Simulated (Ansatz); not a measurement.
C3H8B2S. Total charge 0; spin multiplicity 1. The bonds changed during the relaxation, so this is another structure than the one it started from. The geometry is a stationary point of PBE0-D4/def2-TZVP. It is one conformer, not always the lowest.

```xyz
14

B     1.368   -0.707    0.421
C     0.259   -0.168    1.906
C    -0.388   -0.407    0.731
S    -0.088   -1.884   -0.163
B    -1.178    0.074   -0.499
C    -0.664    0.958   -1.683
H     2.157   -1.335    1.055
H     1.731    0.137   -0.331
H     0.547   -0.965    2.578
H     0.289    0.847    2.291
H    -2.346   -0.185   -0.392
H    -0.955    1.996   -1.469
H     0.417    0.947   -1.823
H    -1.150    0.693   -2.624
```

Question: What is the dipole moment at ωB97M-V/def2-TZVPP? (Best estimate.)

Answer: Computed: 1.87 D, with components (0.02, 0.72, 1.73) D in this frame, pointing from negative to positive charge.

Question: And with PBE, r2SCAN, B3LYP? (Best estimate.)

Answer: Computed: PBE 1.75 D, r2SCAN 1.83 D, B3LYP 1.84 D.

Question: Give the Mulliken charges with ωB97M-V, PBE, B3LYP in def2-TZVPP. (Estimate.)

Answer: Ansatz gave: 
```csv
atom,ωB97M-V,PBE,B3LYP
B1,-0.26,-0.13,-0.09
C2,-0.16,-0.13,-0.19
C3,0.06,0.11,0.09
S4,-0.05,-0.08,-0.13
B5,-0.14,-0.06,-0.04
C6,-0.35,-0.33,-0.31
H7,0.11,0.04,0.05
H8,0.08,0.02,0.03
H9,0.16,0.14,0.15
H10,0.13,0.11,0.12
H11,0.10,0.02,0.03
H12,0.11,0.10,0.09
H13,0.11,0.09,0.09
H14,0.12,0.11,0.10
```

B3LYP here is the variant with VWN-RPA as its local correlation; programs differ in this.
